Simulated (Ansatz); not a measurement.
Cl3Ga, triplet, geometry from GFN2-xTB (such geometries of metal compounds can be far from the true shape) (a higher spin typed on purpose: for a closed-shell molecule this is an excited state); Ansatz (a program for electronic structure) with HF/STO-3G.

Ansatz was given this input:
Ansatz 0.2 input:
```yaml
crystal:
  periodic: [false, false, false]
  atoms:
    - {symbol: Ga, position_ang: [-0.45767992, 0.06399269, 0.53548351]}
    - {symbol: Cl, position_ang: [-1.71403785, -1.30659704, -0.58862602]}
    - {symbol: Cl, position_ang: [0.69151346, 1.64016877, -0.81695315]}
    - {symbol: Cl, position_ang: [1.85711718, -0.45026428, 0.42910924]}
basis:
  gaussian:
    orbitals: STO-3G
hamiltonian:
  xc: hf
magnetization: {spin_polarized: true, initial_magnetization: 2}
accuracy: high
```

Problem. Write the output that Ansatz gives for this input, abridged.

Solution. 
```
Functional definition: HF
774 factors; integrals over basis functions are off by at most 4.5e-9 eV
mean field evaluation 1: about -88823.9102 eV, gradient 3.8e1 eV
mean field evaluation 2: about -88824.0183 eV, gradient 3.8e1 eV
mean field evaluation 4: about -88836.8977 eV, gradient 1.1e1 eV
mean field evaluation 8: about -88839.5442 eV, gradient 2.6e-1 eV
mean field evaluation 16: about -88839.5447 eV, gradient 5.6e-7 eV
mean field evaluation 32: about -88839.5214 eV, gradient 1.2e-1 eV
mean field evaluation 64: about -88839.5055 eV, gradient 8.5e-2 eV
mean field evaluation 96: about -88838.7250 eV, gradient 3.8e-1 eV
mean field evaluation 128: about -88836.9312 eV, gradient 1.6e0 eV
mean field evaluation 160: about -88830.5096 eV, gradient 2.3e0 eV
mean field evaluation 192: about -88839.4166 eV, gradient 5.5e-2 eV
mean field evaluation 224: about -88823.1165 eV, gradient 1.9e1 eV
mean field -88839.54474580 eV, -3264.7930518019 hartree, gradient 1.8e-8 eV, S^2 2.008557; 5 other end points of the search recorded, 0 dependent functions left out
reference -88839.54474580 eV, -3264.7930518019 hartree; 42, 40 occupied and 3, 5 virtual orbitals, 774 factors
Total energy: -88839.54474580 eV, -3264.7930518019 hartree
```
